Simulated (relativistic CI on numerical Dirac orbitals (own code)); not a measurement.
Te18+: q coefficients and field-shift factors

Method of calculation: Dirac-Coulomb-Breit CI, KLI orbitals optimised for each configuration, derivatives by finite differences, unscaled Slater integrals, QED left out (own radial code, finite nucleus).

Configuration list (outside the closed core [Ar] 3d10): 4s²4p⁴, 4s4p⁵, 4p⁶, 4s²4p³4d, 4s4p⁴4d, 4s²4p³4f. Double excitations out of closed p, d and f shells are left out; levels of such configurations are missing from the list, as are those of other unlisted configurations, and high levels can miss mixing partners.

With x = (α/α₀)² − 1 an excitation energy changes as ω = ω₀ + qx; K = 2q/ω₀ is the relative enhancement. Terms are leading LS components, so labels can repeat. The field-shift factor is F = δν/δ⟨r²⟩ for the transition from the lowest level.

Lowest level 4s²4p⁴ ³P2.

```
        Level  ω₀ (cm⁻¹)  q (cm⁻¹)  F (GHz/fm²)
   4s²4p⁴ ³P0      41672      9930       -0.798
   4s²4p⁴ ³P1      93746    110000        -3.47
   4s²4p⁴ ¹D2     117332    108200        -3.36
   4s²4p⁴ ¹S0     235813    211400        -8.04
   4s4p⁵ ³P°2     482094    128500         -127
   4s4p⁵ ³P°1     521860    144000         -120
   4s4p⁵ ³P°0     579294    227300         -123
4s²4p³4d ⁵D°2     626326     20080         2.53
   4s4p⁵ ¹P°1     629370    166700        -84.2
4s²4p³4d ⁵D°3     630955     30020         2.82
4s²4p³4d ⁵D°0     632348     39050        -2.51
4s²4p³4d ⁵D°1     641932     84580        -21.5
4s²4p³4d ⁵D°4     646034     47830         2.85
```

At this charge energies of transitions that change n are usually good to better than 1 %, and those within a shell (Δn = 0) to a few per cent.

Which transition from the lowest level has the largest |K|?

4s²4p⁴ ³P1 at 93746 cm⁻¹, K = 2.35.
